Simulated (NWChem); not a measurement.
System: Si$_{2}$H$_{4}$O$_{3}$; SMILES O[SiH]1O[SiH2]O1

Here is an NWChem input.

```
start job
memory heap 200 mb stack 900 mb global 1100 mb
geometry units angstroms noautoz
  O      0.513991    -2.149726     0.000000
  Si    -0.442657    -0.817505     0.000000
  O     -0.106514     0.339164    -1.191636
  Si     0.196628     1.503507     0.000000
  O     -0.106514     0.339164     1.191636
  H      1.473565    -2.020484     0.000000
  H     -1.816285    -1.337983     0.000000
  H     -0.769197     2.626410     0.000000
  H      1.589690     2.011804     0.000000
end
basis spherical
  * library def2-svp
end
dft
  xc kt2
  iterations 150
  mulliken
end
task dft energy
```

NWChem printed, in part:

```
             Northwest Computational Chemistry Package (NWChem) 7.3.0
             --------------------------------------------------------

 CS  symmetry detected

                             Geometry "geometry" -> ""
                             -------------------------

 Output coordinates in angstroms (scale by  1.889725989 to convert to a.u.)

  No.       Tag          Charge          X              Y              Z
 ---- ---------------- ---------- -------------- -------------- --------------
    1 O                    8.0000     0.52610707     2.13335398     0.00000000
    2 Si                  14.0000    -0.43187366     0.80209100     0.00000000
    3 O                    8.0000    -0.09688835    -0.35491381    -1.19163600
    4 Si                  14.0000     0.20508830    -1.51955959     0.00000000
    5 O                    8.0000    -0.09688835    -0.35491381     1.19163600
    6 H                    1.0000     1.48555125     2.00315177     0.00000000
    7 H                    1.0000    -1.80498011     1.32394339     0.00000000
    8 H                    1.0000    -0.76185995    -2.64149549     0.00000000
    9 H                    1.0000     1.59764093    -2.02925043     0.00000000

 Effective nuclear repulsion energy (a.u.)     321.2355543854

      Symmetry information
      --------------------

 Group name             Cs
 Group number              2
 Group order               2
 No. of unique centers     8

                                 NWChem DFT Module
                                 -----------------

 Summary of "ao basis" -> "ao basis" (spherical)
 ------------------------------------------------------------------------------
       Tag                 Description            Shells   Functions and Types
 ---------------- ------------------------------  ------  ---------------------
 O                          def2-svp                 6       14   3s2p1d
 Si                         def2-svp                 8       18   4s3p1d
 H                          def2-svp                 3        5   2s1p

      Symmetry analysis of basis
      --------------------------

        a'         66
        a"         32

            General Information
            -------------------
          SCF calculation type: DFT
          Wavefunction type:  closed shell.
          No. of atoms     :     9
          No. of electrons :    56
           Alpha electrons :    28
            Beta electrons :    28
          Charge           :     0
          Spin multiplicity:     1
          Use of symmetry is: on ; symmetry adaption is: on
          Maximum number of iterations: 150
          AO basis - number of functions:    98
                     number of shells:    46
          Convergence on energy requested:  1.00D-06
          Convergence on density requested:  1.00D-05
          Convergence on gradient requested:  5.00D-04

              XC Information
              --------------
                          KT2 Method XC Functional
                        Slater Exchange Functional  1.072 local
                           KT1 gradient correction  1.000 non-local
            Perdew 1991 LDA Correlation Functional  0.577 local

             Grid Information
             ----------------
          Grid used for XC integration:  medium
          Radial quadrature: Mura-Knowles
          Angular quadrature: Lebedev.
          Tag              B.-S. Rad. Rad. Pts. Rad. Cut. Ang. Pts.
          ---              ---------- --------- --------- ---------
          O                   0.60       49          12.0       434
          Si                  1.10       88          10.0       590
          H                   0.35       45          12.0       434
          Grid pruning is: on
          Number of quadrature shells:   454
          Spatial weights used:  Erf1

      Superposition of Atomic Density Guess
      -------------------------------------

 Sum of atomic energies:        -803.54766631

      Non-variational initial energy
      ------------------------------

 Total energy =    -805.351400
 1-e energy   =   -1751.655997
 2-e energy   =     625.069042
 HOMO         =      -0.384157
 LUMO         =       0.036514

      Symmetry analysis of molecular orbitals - initial
      -------------------------------------------------

  Numbering of irreducible representations:

     1 a'          2 a"

  Orbital symmetries:

     1 a'          2 a'          3 a'          4 a'          5 a"
     6 a'          7 a'          8 a'          9 a'         10 a'
    11 a"         12 a'         13 a"         14 a'         15 a'
    16 a"         17 a'         18 a'         19 a'         20 a"
    21 a'         22 a'         23 a'         24 a"         25 a"
    26 a"         27 a'         28 a'         29 a"         30 a'
    31 a'         32 a"         33 a'         34 a'         35 a'
    36 a'         37 a'         38 a'

     ---------------------------------------------
      Total Density - Mulliken Population Analysis
     ---------------------------------------------

    Atom       Charge   Shell Charges
 -----------   ------   -------------------------------------------------------
    1 O    8     8.73   1.99  1.10  0.63  3.07  1.93  0.00
    2 Si  14    12.60   2.00  1.99  0.84  0.13  5.93  0.86  0.49  0.36
    3 O    8     8.95   1.99  1.11  0.71  3.10  2.03  0.01
    4 Si  14    12.89   2.00  1.99  0.92  0.21  5.93  0.92  0.66  0.26
    5 O    8     8.95   1.99  1.11  0.71  3.10  2.03  0.01
    6 H    1     0.65   0.52  0.07  0.06
    7 H    1     1.06   0.68  0.36  0.01
    8 H    1     1.08   0.70  0.38  0.01
    9 H    1     1.08   0.70  0.38  0.01

   convergence    iter        energy       DeltaE   RMS-Dens  Diis-err
 ---------------- ----- ----------------- --------- --------- ---------
 d= 0,ls=0.0,diis     1   -814.9960996239 -1.14D+03  2.19D-02  1.04D+00
 d= 0,ls=0.0,diis     2   -814.7363843644  2.60D-01  1.25D-02  3.87D+00
 d= 0,ls=0.0,diis     3   -815.1408414544 -4.04D-01  1.86D-03  2.11D-02
 d= 0,ls=0.0,diis     4   -815.1427923660 -1.95D-03  6.76D-04  3.63D-03
 d= 0,ls=0.0,diis     5   -815.1431414873 -3.49D-04  1.89D-04  8.36D-04
  Resetting Diis
 d= 0,ls=0.0,diis     6   -815.1432265979 -8.51D-05  5.07D-05  4.22D-05
 d= 0,ls=0.0,diis     7   -815.1432313919 -4.79D-06  9.11D-06  2.65D-07
 d= 0,ls=0.0,diis     8   -815.1432313742  1.77D-08  5.04D-06  4.59D-07

         Total DFT energy =     -815.143231374151
      One electron energy =    -1756.300262513436
           Coulomb energy =      697.640152126550
    Exchange-Corr. energy =      -77.718675372645
 Nuclear repulsion energy =      321.235554385381

 Numeric. integr. density =       55.999982490460

                  Occupations of the irreducible representations
                  ----------------------------------------------

                     irrep           alpha         beta
                     --------     --------     --------
                     a'               20.0         20.0
                     a"                8.0          8.0

                       DFT Final Molecular Orbital Analysis
                       ------------------------------------

 Vector   26  Occ=2.000000D+00  E=-2.773371D-01  Symmetry=a"
              MO Center= -8.6D-03, -1.8D-01,  7.4D-13, r^2= 2.4D+00
   Bfn.  Coefficient  Atom+Function         Bfn.  Coefficient  Atom+Function
  ----- ------------  ---------------      ----- ------------  ---------------
    36      0.330841  3 O  px                68     -0.330841  5 O  px
    39      0.257322  3 O  px                71     -0.257322  5 O  px
    38     -0.249638  3 O  pz                70     -0.249638  5 O  pz
    41     -0.182046  3 O  pz                73     -0.182046  5 O  pz
     6      0.171443  1 O  pz                 9      0.131364  1 O  pz

 Vector   27  Occ=2.000000D+00  E=-2.748586D-01  Symmetry=a"
              MO Center= -1.3D-01, -2.7D-01,  1.4D-11, r^2= 2.5D+00
   Bfn.  Coefficient  Atom+Function         Bfn.  Coefficient  Atom+Function
  ----- ------------  ---------------      ----- ------------  ---------------
    38      0.382076  3 O  pz                70      0.382076  5 O  pz
    41      0.273983  3 O  pz                73      0.273983  5 O  pz
    36      0.213407  3 O  px                68     -0.213407  5 O  px
    39      0.165780  3 O  px                71     -0.165780  5 O  px
     6      0.135664  1 O  pz                 9      0.086092  1 O  pz

 Vector   28  Occ=2.000000D+00  E=-2.747925D-01  Symmetry=a'
              MO Center=  6.3D-02, -8.5D-01, -1.4D-11, r^2= 4.1D+00
   Bfn.  Coefficient  Atom+Function         Bfn.  Coefficient  Atom+Function
  ----- ------------  ---------------      ----- ------------  ---------------
    36      0.292839  3 O  px                68      0.292839  5 O  px
    94     -0.255267  9 H  s                 89      0.240279  8 H  s
    95     -0.217859  9 H  s                 90      0.204122  8 H  s
    39      0.202535  3 O  px                71      0.202535  5 O  px
     5      0.171344  1 O  py                84      0.138463  7 H  s

 Vector   29  Occ=0.000000D+00  E=-3.460874D-02  Symmetry=a"
              MO Center=  1.2D-01, -1.2D+00,  3.0D-14, r^2= 4.2D+00
   Bfn.  Coefficient  Atom+Function         Bfn.  Coefficient  Atom+Function
  ----- ------------  ---------------      ----- ------------  ---------------
    59      0.826865  4 Si pz                35      0.427235  3 O  s
    67     -0.427235  5 O  s                 27      0.344481  2 Si pz
    56      0.312928  4 Si pz                24      0.214231  2 Si pz
    53     -0.157495  4 Si pz                 6     -0.130727  1 O  pz
    61     -0.131086  4 Si d -1              34      0.123835  3 O  s

[...]
```

Level: KT2/def2-SVP. All runs use the structure optimised with B3LYP/6-31G* (spherical d).
